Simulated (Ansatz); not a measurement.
Process, species as SMILES: [GeH2] (GeH2) (closed-shell singlet) → Ge atom + 2 H atom
B3LYP-D3(BJ)/def2-TZVP geometries, fixed; electronic energies without zero-point terms.

Basis-set convergence of the atomisation energy at r2SCAN with Ansatz (a program for electronic structure). All functions are spherical. The program fits the integrals of some runs and decomposes those of others, by size. Open shells are unrestricted. No added dispersion term, no relativity. Functions are those of the species that has most. Reference: the value in aug-cc-pV5Z, 139.75 kcal/mol, itself unsure by roughly 0.08 kcal/mol (its mean distance from pcseg-4, aug-pcseg-3, aug-cc-pVQZ). Deviations are taken from unrounded values.

| basis | functions | atomisation energy (kcal/mol) | minus reference (kcal/mol) |
|---|---|---|---|
| def2-SV(P) | 36 | 137.25 | -2.50 |
| cc-pVDZ | 37 | 138.12 | -1.63 |
| def2-SVP | 42 | 139.15 | -0.60 |
| def2-SVPD | 54 | 139.46 | -0.29 |
| def2-TZVP | 60 | 139.78 | 0.03 |
| cc-pVTZ | 71 | 139.50 | -0.25 |
| def2-TZVPD | 72 | 139.90 | 0.15 |
| def2-TZVPP | 76 | 140.09 | 0.34 |
| def2-TZVPPD | 88 | 140.20 | 0.44 |
| cc-pVQZ | 128 | 139.77 | 0.02 |
| def2-QZVP | 135 | 139.76 | 0.01 |
| def2-QZVPP | 149 | 139.85 | 0.10 |
| def2-QZVPPD | 161 | 139.85 | 0.10 |
| cc-pV5Z | 214 | 139.73 | -0.02 |

The smallest set listed that lies within 1 kcal/mol of the reference with all its larger relatives (same family, alike in diffuse functions; a set with none counts only in the reference's own line) is def2-SVP (42 functions, -0.60 kcal/mol off).
